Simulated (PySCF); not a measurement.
# A series of derivatives of CC(=O)[SiH2]CCl

Parent skeleton `[CH3:1][C:2](=[O:3])[SiH2:4][CH2:5][Cl:6]`; one hydrogen on atom 1 is replaced by X. Hydrogens on one atom are averaged.

[PySCF: geometry from GFN2-xTB; PBE0/pcSseg-1 with gauge-including orbitals; single conformer; fast rotation and ring inversion assumed for equivalent nuclei; relativity neglected; in vacuum]

Shifts are taken against calculated references (same method and geometry level): $^{13}$C and $^{29}$Si and $^{1}$H vs TMS; $^{17}$O against H2O; $^{35}$Cl against HCl.

Parent (X = H): C1 40.4, C2 242.5, O3 853.8, Si4 -58.9, C5 28.3, Cl6 -2.2, H(C1) 2.41, H(Si4) 4.43, H(C5) 3.22 ppm. Effects are Δδ = δ(X) − δ(H), positive for deshielding.

(1) Give Δδ (ppm) for X = vinyl, propynyl, CH2Cl, OCOCH3, CCl3, OCH3, ethynyl, COOCH3, iPr.

(2) Which position responds most, and to which substituents?

## Answers

(1) 
| X | SMILES | C1 | C2 | O3 | Si4 | C5 | Cl6 | H(C1) | H(Si4) | H(C5) |
| --- | --- | --- | --- | --- | --- | --- | --- | --- | --- | --- |
| vinyl | C=CCC(=O)[SiH2]CCl | +21.3 | -1.3 | -14.5 | -9.3 | +0.0 | +0.0 | +1.00 | +0.17 | -0.04 |
| propynyl | CC#CCC(=O)[SiH2]CCl | +3.6 | +1.7 | -13.5 | -1.8 | +0.8 | -0.1 | +0.77 | +0.29 | -0.06 |
| CH2Cl | O=C(CCCl)[SiH2]CCl | +18.6 | +0.2 | -17.9 | -4.2 | +2.5 | +41.9 | +0.95 | -0.22 | +0.15 |
| OCOCH3 | CC(=O)OCC(=O)[SiH2]CCl | +35.3 | +7.4 | -20.5 | -0.2 | +0.0 | -1.3 | +2.48 | +0.09 | -0.07 |
| CCl3 | O=C(CC(Cl)(Cl)Cl)[SiH2]CCl | +37.6 | -9.3 | +0.0 | +4.8 | +1.9 | +43.9 | +1.95 | -0.11 | +0.00 |
| OCH3 | COCC(=O)[SiH2]CCl | +45.9 | +6.3 | -5.6 | +3.7 | +3.2 | +25.8 | +1.34 | -0.23 | +0.07 |
| ethynyl | C#CCC(=O)[SiH2]CCl | +3.8 | -1.5 | -10.5 | -1.9 | +0.5 | +0.4 | +0.88 | +0.35 | -0.03 |
| COOCH3 | COC(=O)CC(=O)[SiH2]CCl | +18.1 | -2.7 | -2.6 | +1.0 | +3.3 | +25.4 | +1.02 | -0.04 | +0.10 |
| iPr | CC(C)CC(=O)[SiH2]CCl | +23.8 | +6.1 | -26.0 | -0.1 | +0.0 | -1.7 | +0.10 | -0.01 | +0.05 |

(2) Cl6: from -1.7 ppm with iPr to +43.9 ppm with CCl3.

Unscaled 17O shifts of doubly bonded oxygen tend to come out too high, by tens of ppm or more. Experimental scales use liquid or dissolved standards, which lie at an offset from isolated H2O (liquid H2O: subtract about 36 ppm).
